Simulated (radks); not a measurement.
Problem. The lead ion Pb+, 81 electrons, occupied as [Hg] 6p0.75 7s0.25 (fractional occupations, a model configuration). Method: non-relativistic Kohn-Sham, OLYP, spin-polarised, spherical densities, point nucleus; open shells are filled with parallel spins first (spin-orbit coupling, left out, can overturn this in heavy ions); relativity is left out, which matters for an element this heavy; computed with a radial shooting solver on a logarithmic mesh with Libxc functionals. Some entries of the table are withheld. Estimate them.

orbital,occ.,eigenvalue (hartree),r(max) (bohr)
1s up,1,-2903.230,0.01225
1s down,1,-2903.230,0.01225
2s up,1,-489.6487,0.06652
2s down,1,-489.6486,0.06652
2p up,3,-471.5714,0.05156
2p down,3,-471.5711,0.05156
3s up,1,-117.0061,0.1813
3s down,1,-117.0059,0.1813
3p up,3,-108.4006,0.1703
3p down,3,-108.4004,0.1703
3d up,5,-92.35360,0.1335
3d down,5,-92.35340,0.1335
4s up,1,-26.14344,0.4021
4s down,1,-26.14310,0.4021
4p up,3,-22.36581,0.4005
4p down,3,-22.36544,0.4005
4d up,5,-15.39374,0.3913
4d down,5,-15.39334,0.3913
4f up,7,-5.93693,0.3445
4f down,7,-5.93647,0.3445
5s up,1,-4.52947,0.8745
5s down,1,-4.52901,0.8746
5p up,3,-3.26298,0.9196
5p down,3,-3.26260,0.9197
5d up,5,-1.21831,(1)
5d down,5,-1.21575,(2)
6s up,1,(3),(4)
6s down,1,(5),(6)
6p up,0.75,-0.38668,2.585
6p down,0,-0.36421,2.589
7s up,0.25,-0.16136,5.775
6d up,0,-0.13080,4.502
7p up,0,-0.11584,7.418

Solution. 
(1) 5d up r(max) (bohr): 1.062
(2) 5d down r(max) (bohr): 1.062
(3) 6s up eigenvalue (hartree): -0.62578
(4) 6s up r(max) (bohr): 2.188
(5) 6s down eigenvalue (hartree): -0.59961
(6) 6s down r(max) (bohr): 2.166
